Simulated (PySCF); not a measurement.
**Whose spectrum? (co-oligomer)**

All values: TDDFT B3LYP/def2-SVP, gas phase, PySCF SCF with an in-house response code, fitting set def2-universal-JFIT up to Ne and JKFIT beyond, grid level 1 (kernel 0), vertical, one conformer each, geometries GFN2-xTB; core orbitals frozen in the response, virtual orbitals above 1.5 Eh left out. The lowest 6 singlets were sought, and the brightest is taken among them. The runs took 0.6 to 10 CPU minutes each on shared server CPUs.

Some members have dark charge-transfer states, which this functional places too low. Spin-orbit coupling is left out, which matters for the heavier atoms here.

One system has its HOMO at -5.16 eV, its LUMO at -2.97 eV and these singlet states:

```csv
state,eV,f
S1,2.12,2.338
S2,2.57,0.066
S3,3.11,0.087
S4,3.31,0.022
S5,3.45,0.073
S6,3.68,0.066
```

**Question.** Which is it?
A. FC(F)(F)/C=C/c1ccc(C(F)(F)F)[se]1 (C8H4F6Se)
B. FC(F)(F)c1ccc(/C=C/c2ccc(/C=C/c3ccc(/C=C/c4ccc(C(F)(F)F)[se]4)[se]3)[se]2)[se]1 (C24H14F6Se4)
C. FC(F)(F)/C=C/c1ccc(/C=C/c2ccc(C(F)(F)F)[se]2)[se]1 (C14H8F6Se2)
D. FC(F)(F)/C=C/c1ccc(/C=C/c2ccc(/C=C/c3ccc(C(F)(F)F)[se]3)[se]2)[se]1 (C20H12F6Se3)

**Answer.** B.

**Question.** How do the candidates compare?

**Answer.** 
```
                                                                         system  HOMO / eV  LUMO / eV  S1 / eV  f(S1)  brightest state sought / eV
            FC(F)(F)/C=C/c1ccc(/C=C/c2ccc(/C=C/c3ccc(C(F)(F)F)[se]3)[se]2)[se]1      -5.37      -2.98     2.34  1.845                         2.34
                             FC(F)(F)/C=C/c1ccc(/C=C/c2ccc(C(F)(F)F)[se]2)[se]1      -5.87      -2.88     2.94  1.046                         2.94
                                              FC(F)(F)/C=C/c1ccc(C(F)(F)F)[se]1      -6.95      -2.56     4.20  0.286                         4.20
FC(F)(F)c1ccc(/C=C/c2ccc(/C=C/c3ccc(/C=C/c4ccc(C(F)(F)F)[se]4)[se]3)[se]2)[se]1      -5.16      -2.97     2.12  2.338                         2.12
```
